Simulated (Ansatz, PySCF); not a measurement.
Conformers of C2H9NSi (SMILES CCN[SiH3]), B3LYP-D3(BJ)/def2-TZVP minima from an xTB search, which can miss the lowest.
Conformer 1 (charge 0, multiplicity 1):
```csv
atom,x (Å),y (Å),z (Å)
C,-1.9672,-0.0588,-0.1046
C,-0.5937,0.5810,0.0459
N,0.4734,-0.3064,-0.4000
Si,2.0621,-0.3049,0.2554
H,-2.0253,-0.9836,0.4710
H,-2.7525,0.6182,0.2380
H,-2.1690,-0.2995,-1.1517
H,-0.4157,0.8150,1.0996
H,-0.5764,1.5404,-0.4892
H,0.3492,-0.6343,-1.3464
H,2.8438,0.9430,0.0229
H,2.7988,-1.4296,-0.3664
H,1.9725,-0.4807,1.7255
```

Cores are frozen in the correlated methods. CBS: X⁻³ extrapolation of the correlation energy, Hartree–Fock from the larger set. MP2 and its Hartree–Fock in cc-pV(Q+d)Z are density fitted. Rows in 6-31G* carry no dispersion term and start afresh at each structure (6-31G* with six Cartesian d functions).

Run with Ansatz (Gaussian orbitals); PySCF for 6-31G* rows. Each number belongs to the level named beside it.

Electronic energies of 3 conformers above conformer 1 (kcal/mol):

| level | conformer 1 | conformer 2 | conformer 3 |
|---|---|---|---|
| PBE/def2-TZVPP | 0.00 | 0.26 | 1.22 |
| B3LYP/6-31G* | 0.00 | 0.20 | 1.45 |
| wB97M-V/def2-TZVPP | 0.00 | 0.13 | 0.80 |
| MP2/CBS(cc-pV(T+d)Z, cc-pV(Q+d)Z) + ΔCCSD(T)/cc-pV(D+d)Z | 0.00 | 0.17 | 0.84 |

### Question
Give Boltzmann populations at 298.15 K for each level, counting each conformer once and leaving out zero-point, thermal and symmetry terms.

### Answer

Weights exp(−E/RT) with RT = 0.5925 kcal/mol, divided by their sum:
- PBE/def2-TZVPP: 56 %, 37 %, 7 %
- B3LYP/6-31G*: 56 %, 40 %, 5 %
- wB97M-V/def2-TZVPP: 49 %, 39 %, 13 %
- MP2/CBS(cc-pV(T+d)Z, cc-pV(Q+d)Z) + ΔCCSD(T)/cc-pV(D+d)Z: 50 %, 38 %, 12 %
The share of conformer 1 runs from 49 to 56 % over these levels.

Ansatz is a first-principles code.
